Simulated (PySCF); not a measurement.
# Working out the ionisation energy of I⁺

I⁺ [Kr] 4d10 5s2 5p4 (3P) → I²⁺ [Kr] 4d10 5s2 5p3 (4S). Computed with PySCF 2.14 in aug-cc-pVTZ-DK3, with the spin-free X2C one-electron Hamiltonian (Gaussian nucleus). Frozen: [Kr] 4d10. Energies in hartree (1 hartree = 27.21139 eV):

| part | I⁺ (lower) | I²⁺ (upper) |
| --- | --- | --- |
| UHF | -7112.030047 | -7111.381012 |
| CCSD correlation | -0.105833 | -0.078087 |
| (T) | -0.002967 | -0.002030 |

Problem. What does Hartree-Fock give?

Solution. (-7111.381012) − (-7112.030047) = 0.649035 hartree = 17.661 eV.

Problem. What do CCSD and CCSD(T) give?

Solution. The CCSD correlation energies differ by 0.027746 hartree = 0.755 eV and the triples by 0.000937 hartree = 0.025 eV, so CCSD gives 18.416 eV and CCSD(T) 18.441 eV.

Measured between the centres of the two terms (NIST): 18.750 eV, so CCSD(T) (valence) is off by -0.309 eV.

What remains against the reference includes basis incompleteness, the frozen core and higher excitations.
